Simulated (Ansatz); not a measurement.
`C[O][In]([F])[F]` + HBr → `[F][In]([F])[Br]` + CH₃OH at 600 K and 1 bar (ligand exchange at the In–O bond).

Program: Ansatz. Geometries: PBE0-D4/def2-TZVP. ΔE: electronic, gas phase. CCSD(T)/CBS is the MP2 limit (def2-TZVPP, def2-QZVPP) plus CCSD(T) − MP2 in def2-TZVPP, frozen cores. This one scheme is used for every species. def2 core potentials past Kr. For Br, In outer-core shells are correlated without core-valence functions, which leaves a few kJ/mol of doubt a bond. Scalar relativity is left out up to krypton. Each species was taken in one conformer, which may not be the lowest.

```
           species  CCSD(T)/CBS energy (Eh)  H − E (kJ/mol)  S (J/(mol·K))
`C[O][In]([F])[F]`               -504.48097           174.3          460.6
               HBr              -2573.91920            33.5          219.1
`[F][In]([F])[Br]`              -2962.82519            51.9          394.0
             CH₃OH               -115.61712           163.6          277.3
```

H − E and S are ideal-gas, rigid-rotor, harmonic terms from PBE0-D4/def2-TZVP, for one conformer and one mirror image of each species. 1 Eh = 2625.50 kJ/mol, R = 8.31446 J/(mol·K).

Question: By hand: ΔE, ΔH, ΔS and ΔG.

Answer: ΔE = (-2962.82519) + (-115.61712) − (-504.48097) − (-2573.91920) = -0.04214 Eh = -110.6 kJ/mol. Δ(H − E) = 51.9 + 163.6 − 174.3 − 33.5 = 7.7, so ΔH = -102.9 kJ/mol. ΔS = 394.0 + 277.3 − 460.6 − 219.1 = -8.4 J/(mol·K). ΔG = -102.9 − 600 × (-8.4)/1000 = -97.9 kJ/mol.

Question: By hand: the equilibrium constant, and the temperature at which ΔG would vanish if ΔH and ΔS stayed fixed.

Answer: log₁₀ K = −ΔG/(RT ln 10) = 8.5. ΔG = 0 at ΔH/ΔS = 12250 K, far beyond where these terms or the molecules hold.

The number of gas molecules stays the same, so ΔS is small and ΔH decides. A doubt of 5 kJ/mol in ΔE shifts log₁₀ K by 0.4 here. Other conformers and mirror images would add mixing entropy, several J/(mol·K) or more a flexible species. Modes under 60 cm⁻¹, often nearly free rotors, make the harmonic entropy too high. These are equilibria of isolated gas molecules and say nothing of rates. Largest T1 diagnostic: 0.017 (customary marks: 0.02 for closed shells, 0.045 for open ones).
